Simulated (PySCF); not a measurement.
**Input and output**

[Eu(NH)(H2O)]+ (singlet in the valence; each metal's 4f electrons, 6 of them, lie in its core potential, out of spins and levels). PySCF 2.14.0, RKS PBE, Eu lcecp-1-TZVP with ECP52, N def2-TZVP, H def2-TZVP, O def2-TZVP; non-relativistic Hamiltonian with scalar-relativistic core potentials where named; density fitting; no spin-orbit coupling. Purpose: basis and core treatment f-in-core-III/TZVP.

```python
mol = gto.M(atom='''
Eu     0.08496     0.35845    -0.25103
N      1.31881    -0.11571     1.11344
H      2.00693    -0.37003     1.83665
O     -1.79155     0.12322     1.21989
H     -2.76632     0.20803     1.21282
H     -1.53973    -0.13645     2.13046''',
    basis={'Eu': 'lcecp-1-TZVP', 'N': 'def2-TZVP', 'H': 'def2-TZVP', 'O': 'def2-TZVP'},
    ecp={'Eu': 'lcecp-1-TZVP'},
    charge=1, spin=0)
mf = dft.RKS(mol, xc='PBE')
mf.grids.atom_grid = (75, 302)  # f atoms: unpruned, at least (60, 302)
mf = mf.density_fit()  # fitting sets: Eu AutoAux, N def2-universal-JKFIT, H def2-universal-JKFIT, O def2-universal-JKFIT
mf.conv_tol = 1e-08; mf.max_cycle = 55
mf.kernel(dm0)  # dm0: free metal ions and neutral atoms
mf.nuc_grad_method().kernel()
```

Run from Python with OMP_NUM_THREADS=2; the lines above give its settings. Where DIIS fails, smearing, a level shift and second-order steps follow.
It took 8.3 s on 2 threads of Arm Neoverse V1, on a shared host.

Question: Where do the frontier levels lie, over both spins?

Answer: HOMO -9.48 eV, LUMO -6.93 eV. The 4f levels lie in the core potential and are missing.

Question: What are the Mulliken charges and spins?

Answer: 
```tsv
atom	charge (e)	spin (e)
Eu1	1.311	0.000
N2	-0.688	0.000
H3	0.232	0.000
O4	-0.642	0.000
H5	0.382	0.000
H6	0.406	0.000
```
The spin of the 4f electrons in the core isn't counted.

Question: What forces act on the atoms (eV/Å)?

Answer: 
```
Eu   0.20 -0.03  0.02
N    0.04 -0.02  0.08
H   -0.17  0.06 -0.18
O   -0.26 -0.05  0.29
H    0.17  0.00 -0.05
H    0.02  0.04 -0.17
```
Forces carry noise of the integration grid, about 0.01 to 0.03 eV/Å.

The geometry was relaxed with PBE (Eu lcecp-1-SVP with ECP52, N def2-SVP, H def2-SVP, O def2-SVP).

An lcecp potential fixes the number of 4f electrons, so in runs with it no electron can move into or out of that shell.
